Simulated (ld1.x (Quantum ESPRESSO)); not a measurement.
# Before and after: TM potential for F (Z = 9)

fluorine, norm-conserving Troullier–Martins (Kleinman–Bylander form), made with ld1.x (Quantum ESPRESSO) 7.5 (BLYP, scalar-relativistic). Core [He], reference 2s2 2p5. Waves: 2p (bound): rc 1.05 bohr; 2s (bound): rc 0.60 bohr. Local part: the s channel. Core correction: none.

All-electron outer shells of the reference configuration (BLYP, scalar-relativistic, ld1.x):

```csv
shell,level (eV),outermost node (bohr),outermost maximum (bohr)
1s,-664.23,–,0.11
2s,-29.77,0.24,0.76
2p,-11.12,–,0.71
```

Change: type RRKJ.

Cutoffs: the cutoffs (Ry, on a coarse ladder) from which the occupation-weighted sum of valence levels, in a spherical-Bessel basis at the reference potential, stays within 10 and 1 mRy of its value at 400 Ry; they do not see the model core or the augmentation charge, which bear on the density cutoff. Errors are all-electron minus pseudo energies relative to the spin-unpolarised reference configuration.

Problem. What does the change do?

Solution. The potential gets neither clearly harder nor softer (180 Ry and 260 Ry → 180 Ry and 260 Ry); of the 7 tests that both files solve, the error grows in 4 and shrinks in 1 by more than 15 % and 0.3 meV (median size 19.2 → 19.2 meV); neither file shows a bound ghost.

```csv
quantity,base,changed
"cutoff, loose",180 Ry,180 Ry
"cutoff, tight",260 Ry,260 Ry
loose cutoff by channel (10 mRy a level),"p 100 Ry, s 90 Ry","p 90 Ry, s 90 Ry"
bound ghosts,none,none
"error for 2s2 2p4, meV [ΔE 19.40 eV]",+1.9,+3.3
"error for 2s2 2p3, meV [ΔE 57.81 eV]",+42,+55
"error for 2s2 2p2, meV [ΔE 118.51 eV]",+228,+286
"error for 2s1 2p6, meV [ΔE 18.68 eV]",+19,+19
"error for 2s2 2p5.3, meV [ΔE -2.67 eV]",+0.3,+0.2
"error for 2s2 2p4.5, meV [ΔE 7.55 eV]",-0.4,-0.1
"error for 2s2 2p1, meV [ΔE 204.42 eV]",+795,+965
s: phases at 1.14 bohr within 0.05 rad from the reference energy up to (Ry; the scan ends near 5),to the end of the scan,to the end of the scan
p: phases at 1.14 bohr within 0.05 rad from the reference energy up to (Ry; the scan ends near 5),to the end of the scan,to the end of the scan
```
